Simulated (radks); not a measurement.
Results of a calculation; reference values are marked as such.
Task: All-electron atom: Hf IV in [Xe] 4f14 5d1. Level of theory: scalar-relativistic Kohn-Sham, revPBE, spin-polarised, spherical densities, finite nucleus; open shells are filled with parallel spins first (spin-orbit coupling, left out, can overturn this in heavy ions); Fermi nuclear charge, rms radius 5.347 fm (a radial shooting solver on a logarithmic mesh with Libxc functionals). Some entries of the table are withheld. Estimate them.

orbital  occ.  eigenvalue (hartree)  r(max) (bohr)  <r> (bohr)
1s down     1             -2399.527        0.01190     0.01899
1s up       1             -2399.527        0.01190     0.01899
2s up       1             -411.2244        0.06807     0.08038
2s down     1             -411.2229        0.06807     0.08038
2p up       3             -361.2600        0.05567     0.07173
2p down     3             -361.2588        0.05567     0.07173
3s up       1             -94.47301         0.1921      0.2087
3s down     1             -94.47294         0.1921      0.2087
3p up       3             -79.54018         0.1898      0.2085
3p down     3             -79.54003         0.1898      0.2085
3d up       5             -61.85338         0.1546      0.1890
3d down     5             -61.85263         0.1546      0.1890
4s up       1             -19.83393         0.4374      0.4683
4s down     1             -19.83314         0.4374      0.4683
4p up       3             -14.93440         0.4582      0.4977
4p down     3             -14.93373         0.4582      0.4977
4d up       5              -8.59813         0.4710      0.5352
4d down     5              -8.59725         0.4710      0.5352
5s up       1              -3.46871          1.016       1.132
5s down     1              -3.45160          1.014       1.129
5p up       3              -2.30647          1.158       1.324
5p down     3              -2.28189          1.154       1.319
4f up       7                   (1)         0.4548      0.6747
4f down     7                   (2)         0.4547      0.6718
5d up       1                   (3)          1.573       1.934
5d down     0                   (4)          1.564       1.937
6s up       0              -0.95926          2.536       2.790
6s down     0              -0.93324          2.554       2.781
6p up       0              -0.71672          3.101       3.376

Result: 
(1) 4f up eigenvalue (hartree): -1.62100
(2) 4f down eigenvalue (hartree): -1.61700
(3) 5d up eigenvalue (hartree): -1.00763
(4) 5d down eigenvalue (hartree): -0.97549
